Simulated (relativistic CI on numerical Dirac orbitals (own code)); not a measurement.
## Crystal-field levels of Ho2+, 4f11

Calculated by Dirac-Coulomb-Breit CI, separate exchange-only KLI orbitals for each configuration, QED by a radiative potential, one configuration in a parametric crystal field, unscaled Slater integrals (own radial code). With so little scaling, terms lie 10 to 35 % too far apart, which can change the order of excited levels.

Field parameters in Wybourne normalisation; cubic f-shell fields have B⁴₄ = √(5/14) B⁴₀ and B⁶₄ = −√(7/2) B⁶₀. The field is a parameter set, without covalency.

S and J are read from ⟨S²⟩ = S(S + 1) and ⟨J²⟩ = J(J + 1) of each level; they are not fictitious spins.

D3h, B20 = 240, B40 = 20, B60 = -480, B66 = 200 cm⁻¹, the lowest 16 levels:

| E (cm⁻¹) | Degeneracy | S | J |
| --- | --- | --- | --- |
| 0.0 | 2 | 1.48 | 7.50 |
| 40.4 | 2 | 1.48 | 7.50 |
| 91.6 | 2 | 1.48 | 7.50 |
| 92.8 | 2 | 1.48 | 7.50 |
| 123 | 2 | 1.48 | 7.50 |
| 138 | 2 | 1.48 | 7.50 |
| 181 | 2 | 1.48 | 7.50 |
| 237 | 2 | 1.48 | 7.50 |
| 5463 | 2 | 1.50 | 6.50 |
| 5491 | 2 | 1.50 | 6.50 |
| 5495 | 2 | 1.50 | 6.50 |
| 5514 | 2 | 1.50 | 6.50 |
| 5523 | 2 | 1.50 | 6.50 |
| 5529 | 2 | 1.50 | 6.50 |
| 5566 | 2 | 1.50 | 6.50 |
| 8934 | 2 | 1.43 | 5.50 |

Principal g values of the ground doublet: 3.59, 8.40, 8.40.

D4h, B20 = -700, B40 = 140, B44 = 200, B60 = -30, B64 = 10 cm⁻¹, the lowest 10 levels:

```
E (cm⁻¹)  Degeneracy  Irrep     S     J
     0.0           2     Γ6  1.48  7.50
    30.4           2     Γ7  1.48  7.50
    52.5           2     Γ7  1.48  7.50
    74.4           2     Γ6  1.48  7.50
    99.0           2     Γ6  1.48  7.50
     118           2     Γ7  1.48  7.50
     158           2     Γ7  1.48  7.50
     164           2     Γ6  1.48  7.50
    5408           2     Γ7  1.50  6.50
    5437           2     Γ7  1.50  6.50
```

Principal g values of the ground doublet: 0.00, 0.00, 17.93.

Oh, B40 = 1540, B60 = 190 cm⁻¹, the lowest 16 levels:

| E (cm⁻¹) | Degeneracy | Irrep | S | J |
| --- | --- | --- | --- | --- |
| 0.0 | 4 | Γ8 | 1.48 | 7.50 |
| 12.8 | 2 | Γ7 | 1.48 | 7.50 |
| 60.1 | 4 | Γ8 | 1.48 | 7.50 |
| 269 | 2 | Γ6 | 1.48 | 7.50 |
| 311 | 4 | Γ8 | 1.48 | 7.50 |
| 5425 | 2 | Γ6 | 1.50 | 6.50 |
| 5452 | 4 | Γ8 | 1.50 | 6.50 |
| 5464 | 2 | Γ7 | 1.50 | 6.50 |
| 5626 | 4 | Γ8 | 1.50 | 6.50 |
| 5637 | 2 | Γ7 | 1.50 | 6.50 |
| 8896 | 2 | Γ6 | 1.43 | 5.50 |
| 8912 | 4 | Γ8 | 1.43 | 5.50 |
| 9036 | 2 | Γ7 | 1.43 | 5.50 |
| 9040 | 4 | Γ8 | 1.43 | 5.50 |
| 11308 | 4 | Γ8 | 1.35 | 4.50 |
| 11467 | 2 | Γ6 | 1.35 | 4.50 |

The next free-ion level lies 5398 cm⁻¹ above the lowest; the field splits the ground level into components whose J stays near 15/2 as long as their spread is small against that gap.

Levels of this model without a field, named by their leading LS term: 4I°_15/2 0, 4I°_13/2 5398, 4I°_11/2 8844, 4I°_9/2 11298, 4F°_9/2 16837, 2H°_11/2 19671, 4S°_3/2 20901, 4F°_7/2 22063 cm⁻¹.
